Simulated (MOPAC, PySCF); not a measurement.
Breaking a bond: Al2, triplet.

- PM7, unrestricted, heats of formation (MOPAC)
- UCCSD = CCSD on UHF/cc-pVTZ, 10 core orbitals frozen run with PySCF 2.14.0
- UHF/LANL2DZ = unrestricted Hartree-Fock/LANL2DZ, with its core potentials past Ne (PySCF)
- ROHF/cc-pVTZ (PySCF)
- UKS-wB97X-V = PySCF 2.14.0 with unrestricted wB97X-V/cc-pVTZ

Energies are in kcal/mol, each relative to the lowest point of its own curve near equilibrium.

```json
[
 {"R / Å": "2.46", "PM7": "75.5", "UCCSD": "3.7", "UHF/LANL2DZ": "8.0", "ROHF": "0.4", "UKS-wB97X-V": "3.9"},
 {"R / Å": "2.59", "PM7": "20.7", "UCCSD": "1.0", "UHF/LANL2DZ": "3.1", "ROHF": "0.0", "UKS-wB97X-V": "0.7"},
 {"R / Å": "2.62", "PM7": "[?]", "UCCSD": "0.6", "UHF/LANL2DZ": "2.3", "ROHF": "0.2", "UKS-wB97X-V": "0.4"},
 {"R / Å": "2.73", "PM7": "66.9", "UCCSD": "0.0", "UHF/LANL2DZ": "0.5", "ROHF": "1.4", "UKS-wB97X-V": "0.0"},
 {"R / Å": "2.80", "PM7": "[?]", "UCCSD": "0.2", "UHF/LANL2DZ": "0.0", "ROHF": "2.6", "UKS-wB97X-V": "0.4"},
 {"R / Å": "2.90", "PM7": "2.7", "UCCSD": "1.1", "UHF/LANL2DZ": "0.0", "ROHF": "4.7", "UKS-wB97X-V": "1.5"},
 {"R / Å": "3.04", "PM7": "0.3", "UCCSD": "3.2", "UHF/LANL2DZ": "1.0", "ROHF": "7.9", "UKS-wB97X-V": "3.9"},
 {"R / Å": "3.14", "PM7": "0.0", "UCCSD": "5.1", "UHF/LANL2DZ": "2.3", "ROHF": "[?]", "UKS-wB97X-V": "6.0"},
 {"R / Å": "3.36", "PM7": "32.6", "UCCSD": "10.1", "UHF/LANL2DZ": "5.3", "ROHF": "[?]", "UKS-wB97X-V": "11.4"},
 {"R / Å": "3.69", "PM7": "35.8", "UCCSD": "17.4", "UHF/LANL2DZ": "8.5", "ROHF": "23.8", "UKS-wB97X-V": "19.0"},
 {"R / Å": "4.13", "PM7": "44.5", "UCCSD": "23.3", "UHF/LANL2DZ": "10.8", "ROHF": "32.9", "UKS-wB97X-V": "24.4"},
 {"R / Å": "4.49", "PM7": "[?]", "UCCSD": "25.6", "UHF/LANL2DZ": "11.9", "ROHF": "39.0", "UKS-wB97X-V": "26.7"},
 {"R / Å": "4.91", "PM7": "59.3", "UCCSD": "27.1", "UHF/LANL2DZ": "12.7", "ROHF": "44.9", "UKS-wB97X-V": "28.3"},
 {"R / Å": "5.48", "PM7": "66.0", "UCCSD": "28.0", "UHF/LANL2DZ": "13.3", "ROHF": "51.1", "UKS-wB97X-V": "29.4"},
 {"R / Å": "6.00", "PM7": "70.1", "UCCSD": "28.4", "UHF/LANL2DZ": "13.6", "ROHF": "55.2", "UKS-wB97X-V": "29.9"},
 {"R / Å": "6.77", "PM7": "74.1", "UCCSD": "28.7", "UHF/LANL2DZ": "13.8", "ROHF": "59.6", "UKS-wB97X-V": "30.2"},
 {"R / Å": "7.36", "PM7": "[?]", "UCCSD": "28.8", "UHF/LANL2DZ": "13.9", "ROHF": "61.9", "UKS-wB97X-V": "30.3"},
 {"R / Å": "8.29", "PM7": "79.0", "UCCSD": "28.9", "UHF/LANL2DZ": "13.9", "ROHF": "64.7", "UKS-wB97X-V": "30.4"}
]
```

**Question.** Some entries are withheld; supply them.

**Answer.** 
- 2.62, PM7: 69.2
- 2.80, PM7: 6.3
- 3.14, ROHF: 10.4
- 3.36, ROHF: 15.9
- 4.49, PM7: 52.1
- 7.36, PM7: 76.4

The scan ran from 2.16 to 8.29 Å; beyond the distances shown one of the unrestricted levels run for this scan, shown here or not, changes its spin distribution in one step. The unrestricted determinant behind UCCSD is spin-contaminated at 2.46 Å (<S²> up to 2.1, against 2.00 for a pure triplet). The unrestricted determinant behind UHF/LANL2DZ is spin-contaminated at 2.46 Å (<S²> up to 2.2, against 2.00 for a pure triplet).
